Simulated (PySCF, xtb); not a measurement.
C4H4ClF, SMILES FC(CCl)=C=C. The values are those of a single conformer.

Harmonic wavenumbers (cm⁻¹) from GFN2-xTB in xtb at its own minimum, in rising order: 42, 139, 173, 265, 359, 472, 568, 603, 699, 791, 877, 887, 959, 1086, 1162, 1211, 1300, 1400, 1438, 2081, 2993, 3007, 3070, 3078.

Task: What does B3LYP-D3(BJ)/def2-SVP run with PySCF give at its own minimum? (The exact figures need the calculation; the answer reports its results.)

Result: 67, 168, 177, 283, 392, 513, 622, 640, 728, 805, 907, 922, 1002, 1140, 1233, 1284, 1327, 1440, 1483, 2090, 3086, 3105, 3170, 3189. Paired by order, the mean absolute difference is 46 cm⁻¹ and the zero-point energies are 41.0 and 42.6 kcal/mol.
